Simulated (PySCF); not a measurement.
**Magnesium: a sound run and one with changed settings**

Sound run: Mg²⁺ [Ne], Mg³⁺ [He] 2s2 2p5. Computed with PySCF 2.14 in aug-cc-pVDZ (5s4p2d, 27 functions), with no relativity, point nucleus. In the sound run the correlated levels freeze [He] 2s2. The sound run starts from symmetry-adapted Hartree-Fock orbitals and uses a fine grid where one is needed.

Changed run: all electrons correlated in a basis built for the valence shell.

```json
{"species": "Mg²⁺", "method": "MP2", "sound run (hartree)": "-198.82609", "changed run (hartree)": "-198.82691", "converged": "yes"}
{"species": "Mg²⁺", "method": "CCSD(T)", "sound run (hartree)": "-198.82607", "changed run (hartree)": "-198.82691", "converged": "yes"}
{"species": "Mg³⁺", "method": "MP2", "sound run (hartree)": "-195.84685", "changed run (hartree)": "-195.84747", "converged": "yes"}
{"species": "Mg³⁺", "method": "CCSD(T)", "sound run (hartree)": "-195.84687", "changed run (hartree)": "-195.84758", "converged": "yes"}
```

Ionisation energy of Mg²⁺:

```json
{"method": "UHF", "sound run (eV)": "81.031", "changed run (eV)": "81.031"}
{"method": "MP2", "sound run (eV)": "81.069", "changed run (eV)": "81.075"}
{"method": "SCS-MP2", "sound run (eV)": "81.067", "changed run (eV)": "81.071"}
{"method": "CCSD", "sound run (eV)": "81.067", "changed run (eV)": "81.070"}
{"method": "CCSD(T)", "sound run (eV)": "81.068", "changed run (eV)": "81.072"}
```

A valence basis has no tight correlating functions, so it recovers only part of the core correlation, and not evenly between atom and ion.

For comparison, NIST gives 80.144 eV between the lowest levels.
